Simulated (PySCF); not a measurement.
B(Me)(SH)2 (CH5BS2), SMILES CB(S)S.

Geometry optimised at PBE0-D3(BJ)/def2-SVP. Other conformers were not sampled.

Method: PBE/def2-TZVP (PySCF).

Gas-phase values at a fixed geometry.

```yaml
total_energy: -862.02147 hartree
point_group: Cs
highest_occupied_level: -6.29 eV
lowest_empty_level: -1.48 eV
orbital_gap: 4.81 eV
dipole_moment: 0.69 D
quadrupole, principal values (traceless, Buckingham form, about the centre of nuclear charge): -5.37, -3.07, 8.45 D·Å
mean_static_polarisability: 67.0 bohr³ (9.93 Å³)
polarisability_principal_values: 48.9, 71.1, 81.2 bohr³
```
